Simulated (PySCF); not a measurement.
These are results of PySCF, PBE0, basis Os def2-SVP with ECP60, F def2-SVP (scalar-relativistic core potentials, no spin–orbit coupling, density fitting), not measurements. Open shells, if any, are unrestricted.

What spin state, shape and geometry does isolated OsF₃ take (every ligand bound to Os)?

Formally Os is in oxidation state +3, d5, with 3 unpaired electrons (the high-spin count would be 5). The Mulliken spin on Os is 2.63. The polar-tensor charge on Os, 1.51, is far below the formal one. The lowest minimum found is a quartet of C2v symmetry with Os–F 1.845 Å (×2), Os–F 1.857 Å; F–Os–F 87.0°, F–Os–F 136.5° (×2). Its harmonic wavenumbers are 71 (b2), 194 (b1), 262 (a1), 682 (b2), 689 (a1), 728 (a1) cm⁻¹ and its dipole moment is 1.10 D.

This need not be the most stable arrangement of these atoms. With open d or f shells other occupations or spin states may lie lower. With an element this heavy the missing spin–orbit coupling can shift these numbers.
